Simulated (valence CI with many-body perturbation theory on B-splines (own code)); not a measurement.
Questions on Nb IX

Level of theory: relativistic CI+MBPT: five valence electrons over a frozen Dirac-Fock core [Ar] 3d10, radial functions for each j: 9 s, 9 p, 8 d, 6 f, 3 g, 1 h, with the one-electron correlation potential Σ1, the two-electron term Σ2, the three-electron term Σ3, Breit, model QED; selected CI, second order for the rest, scaled by the run's own slope (own B-spline code, finite nucleus).

No measured spectrum was set against this ion. As an estimate, levels hold to about 250 cm⁻¹ or 0.2 % of their energy and the worst to 1 %, as in measured heavy ions of charge 2 to 7; those with d or f electrons hold less well. Among the levels kept, up to 1600 cm⁻¹ of a level comes from second order outside the variational space, and about a tenth of that is noise between levels of different J, which matters for small intervals.

Rates and lifetimes use the calculated energies. Strong lines usually hold to 10 to 20 %, long lifetimes can be off by a factor of two.

Problem. What is the ground level?

Solution. 4s2.4p3 4S°_3/2, composition 86 % 4s2.4p3 4S° + 9 % 4s2.4p3 2P° + 2 % 4s2.4p3 2D°, g = 1.907.

Problem. Name the longest-lived excited levels whose lifetime is computed, and their main decay.

Solution. 4s2.4p3 2D°_5/2 at 32181 cm⁻¹ lives 81.8 ms, mostly by M1 to 4s2.4p3 4S°_3/2; 4s2.4p3 2D°_3/2 at 25026 cm⁻¹ lives 10.4 ms, mostly by M1 to 4s2.4p3 4S°_3/2; 4s2.4p3 2P°_1/2 at 50893 cm⁻¹ lives 3.54 ms, mostly by M1 to 4s2.4p3 4S°_3/2. The lifetime of 4s2.4p2.4d 4F_9/2 is too uncertain to give, and may be longer.

Problem. How well does LS coupling describe the low levels?

Solution. Among the lowest 20 levels the leading LS term, summed over configurations, holds 85 % on average. For single configurations the figures are 77 % in LS and 64 % in jj coupling. Terms mix most in the J = 7/2 level at 343230 cm⁻¹, where the leading one holds 50 %.

Problem. What is the ionisation energy?

Solution. 158.86 eV; NIST lists 159.2 ± 0.7 eV (semi-empirical).

Problem. What are the static dipole polarisabilities of the lowest levels?

Solution. 4s2.4p3 4S°_3/2 1.42 (tensor 0.0072); 4s2.4p3 2D°_3/2 1.42 (tensor 0.072); 4s2.4p3 2D°_5/2 1.43; 4s2.4p3 2P°_1/2 1.42 bohr³, of which the core gives 0.0691.
